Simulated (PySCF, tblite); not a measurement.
Species: C7H8ClFO.
Cartesian coordinates in Å at the GFN2-xTB level; atoms count from 1:
```xyz
18
C7H8ClFO angstrom
C     -0.3698   -1.8401   -1.4302
C     -0.9500   -0.8129   -0.8088
C     -0.3454   -0.0325    0.2521
C      0.9366   -0.5125    0.8659
C      2.1345    0.1130    0.1431
C     -0.9030    1.1348    0.6802
Cl    -0.1608    2.0456    1.9600
C     -2.1191    1.7384    0.1509
O     -2.8043    1.4062   -0.7619
F     -2.4792    2.8510    0.8483
H     -0.8872   -2.3670   -2.2133
H      0.6249   -2.1874   -1.2087
H     -1.9390   -0.5118   -1.1170
H      0.9707   -0.2252    1.9169
H      0.9930   -1.5985    0.8076
H      2.1219   -0.1429   -0.9135
H      3.0615   -0.2475    0.5817
H      2.1061    1.1954    0.2350
```

The calculation used PBE0/pcSseg-1 in PySCF (dipole) on a GFN2-xTB geometry, gas phase.

Masses are those of the commonest isotopes; rigid-rotor values at the optimised geometry. The values belong to one conformer with, in the numbering `[CH2:1]=[CH:2]/[C:3]([CH2:4][CH3:5])=[C:6](/[Cl:7])[C:8](=[O:9])[F:10]`, C1–C2–C3–C4 -10°, C2–C3–C4–C5 92°, C3–C6–C8–O9 -5°.

Question: Give the principal moments of inertia and the rotational constants in MHz.

Answer: Ia = 345.46, Ib = 536.17, Ic = 833.19 u·Å²; 505379 MHz·u·Å²/I gives A = 1463, B = 942.6, C = 606.6 MHz.

Question: Classify the top.

Answer: An asymmetric top. Ray's parameter κ = (2B − A − C)/(A − C) = -0.215; −1 is the prolate and +1 the oblate limit.

Question: What does the inertial defect say?

Answer: Not planar: Δ = Ic − Ia − Ib = -48.44 u·Å². For a rigid frame Δ = −2 Σ m c², so Σ m c² = 24.22 u·Å² lies off the ab plane: 7.15 from hydrogen and 17.07 from heavier atoms. The atom farthest from that plane is 1.50 Å away.

Question: Where do the levels up to J = 2 lie, in K?

Answer: Above 0(0,0), as E/k:
J = 1: 1(0,1) 0.074, 1(1,1) 0.099, 1(1,0) 0.115
J = 2: 2(0,2) 0.217, 2(1,2) 0.232, 2(1,1) 0.280, 2(2,1) 0.355, 2(2,0) 0.361
The levels of one J sum to (2J + 1)J(J + 1)(A + B + C)/3.

Question: Which lines would a microwave search look for?

Answer: The dipole components are |μa| = 4.04 D, |μb| = 1.11 D, |μc| = 0.38 D. Intensities carry the squares of the components, which stand as 1.00 : 0.08 : 0.01 (a : b : c). Some lines, for components of 0.1 D or more:

```csv
type,branch,"J(Ka,Kc)",MHz,lower level (cm⁻¹)
a,R,"1(0,1) ← 0(0,0)",1549,0.000
b,Q,"2(2,0) ← 2(1,1)",1679,0.195
b,Q,"4(3,1) ← 4(2,2)",2681,0.648
a,R,"2(0,2) ← 1(0,1)",2980,0.052
a,R,"3(1,3) ← 2(1,2)",4079,0.161
a,R,"4(1,4) ← 3(1,3)",5349,0.297
c,R,"3(2,1) ← 2(1,1)",6726,0.195
c,R,"3(2,2) ← 2(1,2)",7216,0.161
b,R,"3(2,1) ← 2(1,2)",7734,0.161
b,R,"4(4,0) ← 3(3,1)",11051,0.519
```

Its GFN2-xTB frequencies are all real (lowest 40 cm⁻¹). Zero-point vibration and centrifugal distortion are left out. A rigid rotor knows nothing of internal rotation, which can split or shift real lines. Quadrupole hyperfine structure (35Cl) is left out.

Hardware: one thread of an Arm Neoverse V1 (shared host). Cost: 58 s (with the writing of density and orbital grids), 1.0 GiB resident at most. This is the PBE0/pcSseg-1 job that gave the dipole, with the shieldings it also computed.
